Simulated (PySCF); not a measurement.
Species: C₇H₉FO.
Numbering: `[CH2:1]=[CH:2][C@H:3]1[CH2:4][CH2:5][C:6]([F:7])=[CH:8][O:9]1` (hydrogens: H10, H11 on C1; H12 on C2; H13 on C3; H14, H15 on C4; H16, H17 on C5; H18 on C8)

The same species was optimised twice, with GFN2-xTB and with PBE0-D3(BJ)/def2-SVP (PySCF), and the same property calculations (PySCF, gas phase) were run on both structures.

```
     coordinate  GFN2-xTB  PBE0-D3(BJ)/def2-SVP  change
      C6–F7 (Å)     1.360                 1.341  -0.019
      C1=C2 (Å)     1.319                 1.332  +0.013
      C6=C8 (Å)     1.327                 1.338  +0.011
      C5–C6 (Å)     1.494                 1.485  -0.009
      C3–C4 (Å)     1.539                 1.530  -0.009
      C2–C3 (Å)     1.506                 1.502  -0.004
      C8–O9 (Å)     1.357                 1.354  -0.003
      C3–O9 (Å)     1.422                 1.425  +0.003
      C4–C5 (Å)     1.528                 1.525  -0.003
   C2–C3–C4 (°)     110.8                 113.0    +2.2
   C3–C4–C5 (°)     109.7                 111.0    +1.3
   C2–C3–O9 (°)     110.7                 109.6    -1.1
   C4–C5–C6 (°)     107.4                 108.1    +0.7
   C4–C3–O9 (°)     111.3                 110.7    -0.6
   C1–C2–C3 (°)     123.8                 124.2    +0.4
   C5–C6–C8 (°)     124.2                 123.8    -0.4
   F7–C6–C8 (°)     119.6                 119.8    +0.2
C1–C2–C3–C4 (°)        92                   105     +13
```

Rotational constants: A = 3075, B = 1129, C = 1044 MHz (GFN2-xTB) against A = 3095, B = 1106, C = 1037 MHz (PBE0-D3(BJ)/def2-SVP). Point groups within 0.08 Å: C1 and C1.

On the GFN2-xTB structure: HOMO (eV) -6.33 [PBE0/pcSseg-1]; LUMO (eV) -0.06 [PBE0/pcSseg-1]; dipole (D) 2.28 [PBE0/pcSseg-1]; GIAO shielding of C1 (ppm) 66.1 [PBE0/pcSseg-1]; GIAO shielding of C2 (ppm) 39.7 [PBE0/pcSseg-1]; GIAO shielding of C3 (ppm) 108.9 [PBE0/pcSseg-1]; GIAO shielding of C4 (ppm) 154.9 [PBE0/pcSseg-1]; GIAO shielding of C5 (ppm) 163.7 [PBE0/pcSseg-1]; GIAO shielding of C6 (ppm) 31.4 [PBE0/pcSseg-1]; GIAO shielding of F7 (ppm) 326.3 [PBE0/pcSseg-1]; GIAO shielding of C8 (ppm) 51.0 [PBE0/pcSseg-1].

Problem. What do these properties become on the PBE0-D3(BJ)/def2-SVP structure?

Solution. 
```tsv
property	level	on GFN2-xTB	on PBE0-D3(BJ)/def2-SVP	change
HOMO (eV)	PBE0/pcSseg-1	-6.33	-6.22	+0.11
LUMO (eV)	PBE0/pcSseg-1	-0.06	-0.10	-0.04
dipole (D)	PBE0/pcSseg-1	2.28	2.24	-0.04
energy, GFN2-xTB geometry as zero (kcal/mol)	PBE0/pcSseg-1	0.0	-0.7	-0.7
GIAO shielding of C1 (ppm)	PBE0/pcSseg-1	66.1	61.2	-4.9
GIAO shielding of C2 (ppm)	PBE0/pcSseg-1	39.7	40.0	+0.3
GIAO shielding of C3 (ppm)	PBE0/pcSseg-1	108.9	108.1	-0.8
GIAO shielding of C4 (ppm)	PBE0/pcSseg-1	154.9	155.3	+0.4
GIAO shielding of C5 (ppm)	PBE0/pcSseg-1	163.7	162.6	-1.1
GIAO shielding of C6 (ppm)	PBE0/pcSseg-1	31.4	32.4	+1.0
GIAO shielding of F7 (ppm)	PBE0/pcSseg-1	326.3	330.9	+4.6
GIAO shielding of C8 (ppm)	PBE0/pcSseg-1	51.0	49.5	-1.5
```

The heavy atoms differ by 0.077 Å rms after alignment. Among bonds between heavy atoms C6–F7 changes most (-0.019 Å). Changes are differences of the printed values. Neither structure is proved a minimum here.
